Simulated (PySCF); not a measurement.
Ag(PH3)Cl: computed shieldings and shifts

Ag(PH3)Cl, AgClH3P, point group C3v.

Geometry (Å), atoms numbered from 1 in this order:
```xyz
6

Ag   -0.0027    0.0010   -1.5245
P    -0.0020   -0.0002    0.8196
H    -1.2180   -0.2309    1.5098
H     0.4093    1.1696    1.5055
H     0.8085   -0.9400    1.5036
Cl    0.0049    0.0004   -3.8141
```

GIAO calculations in PySCF on the PBE0-D3(BJ)/def2-SVP structure: isolated species, scalar relativity only through the core potential, equivalent atoms averaged; basis pcSseg-1 (def2-TZVP on Ag).

(1) Give the isotropic shieldings (ppm) with B3LYP, PBE0.

(2) And the chemical shifts, against references computed in the same way?

(3) Which part of the shielding of Cl6 depends on the functional?

Results:

(1) 
```
             atoms                            environment  B3LYP   PBE0
               Cl6                  chlorine bonded to Ag    972   1003
                P2           phosphorus bonded to Ag, 3 H  522.5  544.1
          H3/H4/H5  hydrogen on a phosphorus bonded to Ag  27.99  27.82
HOMO–LUMO gap (eV)                                      –   5.62   6.09
```

(2) 
```tsv
atoms	nucleus, reference	B3LYP	PBE0
Cl6	$^{35}$Cl, HCl	-41	-60
P2	$^{31}$P, H3PO4	-225.1	-234.0
H3/H4/H5	$^{1}$H, TMS	3.39	3.45
```

(3) Diamagnetic: B3LYP 1148, PBE0 1148 ppm; paramagnetic: B3LYP -176, PBE0 -145 ppm. The diamagnetic part, set mainly by inner electrons, hardly moves; the paramagnetic part goes with low-lying magnetically allowed excitations and carries the spread.

Ag is described by an effective core potential, so it has no shielding of its own here; spin–orbit effects on the atoms bonded to it, which can be large, are absent, and the values of these neighbours are rough. Experimental scales use liquid or dissolved standards, which lie at an offset from isolated H3PO4.
